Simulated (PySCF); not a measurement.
Working out the ionisation energy of Nb

Nb [Kr] 4d4 5s1 (6D) → Nb⁺ [Kr] 4d4 (5D). Calculation: PySCF 2.14, in aug-cc-pwCVDZ-PP with ECP28MDF (6s6p5d3f, 70 functions); scalar relativity through the core potential. Frozen: nothing. Energies in hartree (1 hartree = 27.21139 eV):

```csv
part,Nb (lower),Nb⁺ (upper)
UHF,-56.148457,-55.928431
MP2 opposite-spin,-0.206591,-0.198481
MP2 same-spin,-0.119032,-0.097858
```

What does Hartree-Fock give?

(-55.928431) − (-56.148457) = 0.220026 hartree = 5.987 eV.

What do MP2 and SCS-MP2 (6/5 opposite-spin, 1/3 same-spin) give?

The opposite-spin parts differ by 0.221 eV and the same-spin parts by 0.576 eV. MP2: 5.987 + (0.221) + (0.576) = 6.784 eV. SCS-MP2: 5.987 + 1.2 × (0.221) + (0.576)/3 = 6.444 eV.

Measured between the centres of the two terms (NIST): 6.776 eV, so MP2 (valence and next inner shell) is off by 0.008 eV.

A double-zeta basis recovers only part of the correlation energy.

What remains against the reference includes basis incompleteness and correlation beyond second order.
